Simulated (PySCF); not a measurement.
C₇H₇PSSe.
Cartesian coordinates in Å at the PBE0-D3(BJ)/def2-SVP level; atoms count from 1:
```
atom  x, y, z in Å
C1     3.7756    0.1074    1.2851
C2     2.6098    0.0243    0.4301
C3     1.6255   -0.0496   -0.2806
P4     0.2324   -0.2295   -1.3372
Se5    0.1091   -1.9702   -2.4887
C6    -1.1743    0.0523   -0.2435
C7    -2.3651   -0.6338   -0.2901
C8    -3.2989   -0.1659    0.6716
C9    -2.7977    0.8643    1.4263
S10   -1.1924    1.2681    0.9826
H11    4.4574    0.9012    0.9433
H12    3.4826    0.3310    2.3226
H13    4.3279   -0.8449    1.2819
H14    0.3127    0.9769   -2.0879
H15   -2.5325   -1.4491   -0.9967
H16   -4.3003   -0.5773    0.8040
H17   -3.2899    1.4042    2.2350
```

Level of theory: TDDFT B3LYP/def2-SVPD, vertical, gas phase, core orbitals frozen in the response (PySCF 2.14.0, density-fitted response routines). The B3LYP/def2-SVPD calculation is non-relativistic and has no spin–orbit coupling, an omission that weighs most on selenium.

Transition dipole moments from the ground state, in atomic units and in the frame of the coordinates above (overall signs are arbitrary), for the states with f of 0.002 or more among the lowest 8:

```
state  E (eV)      μx      μy      μz
   S1   3.691   0.115  -0.151  -0.218
   S2   3.738  -0.009   0.140   0.190
   S3   4.063   0.140  -0.163   0.219
   S4   4.171   0.452   0.135   0.224
   S6   4.704   0.148  -0.288  -0.296
   S7   5.152  -0.308   0.388   0.513
   S8   5.162  -0.545   0.281   0.396
```

**Question.** Work out the oscillator strengths.

**Answer.** f = (2/3) ΔE |μ|² with ΔE in hartree (27.2114 eV).

| state | \|μ\|² (au) | \|μ\| (D) | f |
| --- | --- | --- | --- |
| S1 | 0.084 | 0.74 | 0.008 |
| S2 | 0.056 | 0.60 | 0.005 |
| S3 | 0.094 | 0.78 | 0.009 |
| S4 | 0.272 | 1.33 | 0.028 |
| S6 | 0.193 | 1.12 | 0.022 |
| S7 | 0.508 | 1.81 | 0.064 |
| S8 | 0.533 | 1.86 | 0.067 |

**Question.** What angle do the transition dipoles of S4 and S7 make?

**Answer.** |cos θ| = |μa·μb| / (|μa| |μb|) = 0.08, so θ ≈ 86° (taken between 0 and 90°, since the signs are arbitrary).

**Question.** What peak molar absorption coefficient would the strongest computed level give as a lone Gaussian band 0.5 eV wide at half height?

**Answer.** ε(max) = 2.175×10⁸ f / FWHM, with the width in cm⁻¹. S8: 2.175×10⁸ × 0.0674 / 4033 ≈ 3600 L mol⁻¹ cm⁻¹.

All these states lie below the vertical ionisation energy of 8.01 eV (ΔSCF).

One conformer stands for the species.
